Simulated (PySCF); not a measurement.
# Computed properties of C₂H₄F₂Si, SMILES C=C(F)[SiH2]F

C2H4F2Si, SMILES C=C(F)[SiH2]F. Coordinates come from a TPSSh-D3(BJ)/def2-SVP optimisation. This is a generated structure with no PubChem entry under its InChIKey; it may be hypothetical. The values are those of a single conformer. All values are computed for the isolated molecule unless a solvent is named; none is compared with measurement here.

**Structure.** The optimised structure has Cs symmetry. All 21 harmonic modes at TPSSh-D3(BJ)/def2-SVP (PySCF) are real, so it is a minimum. With heavy atoms numbered as in [CH2:1]=[C:2]([F:3])[SiH2:4][F:5], the shortest bond between them is C1–C2 at 1.335 Å and the longest C2–Si4 at 1.880 Å.

**Vibrations.** The strongest infrared lines (harmonic, unscaled, degenerate partners summed) lie at 930 cm⁻¹ (279 km/mol, H 62 %, Si 25 %, F 12 %), 985 cm⁻¹ (145 km/mol, H 87 %, Si 10 %), 2297 cm⁻¹ (134 km/mol, H 96 %). The softest mode is at 77 cm⁻¹ and the zero-point energy is 34.3 kcal/mol.

**Electronic structure.** CAM-B3LYP/def2-TZVP (PySCF) places the frontier levels at -9.33 and 0.52 eV, a gap of 9.85 eV, and gives a dipole moment of 0.16 D and a mean polarisability of 48.5 bohr³. PBE/def2-TZVP (PySCF) at the same geometry gives -6.74 and -1.60 eV, so its gap is 4.71 eV narrower. An orbital gap is neither the optical nor the fundamental gap.

**Excitations.** TDA-PBE0/def2-SVPD (PySCF) has S1 at 6.41 eV (194 nm, f = 0.000, dark); the most intense of the 10 singlets computed lies at 7.40 eV (f = 0.43). T1 (TDA) is at 4.10 eV, 2.31 eV under S1. TDA-PBE/def2-SVPD (PySCF) puts S1 at 5.66 eV. No vertical singlet excitation falls in the visible range (under 3.1 eV).

**NMR.** GIAO shifts at HF/pcSseg-1 (PySCF) (non-relativistic, atoms alike by connectivity averaged): ¹³C from 124.2 to 173.3 ppm against TMS; ¹H from 5.0 to 6.2 ppm against TMS; ²⁹Si at -26.2 ppm against TMS; ¹⁹F from -182.6 to -108.8 ppm against CFCl3.

**Solvation.** SMD-PBE0/6-31G* (PySCF) gives 2.0 kcal/mol in water, -1.8 kcal/mol in dichloromethane, -1.5 kcal/mol in acetone (1 M in both phases, gas-phase geometry).
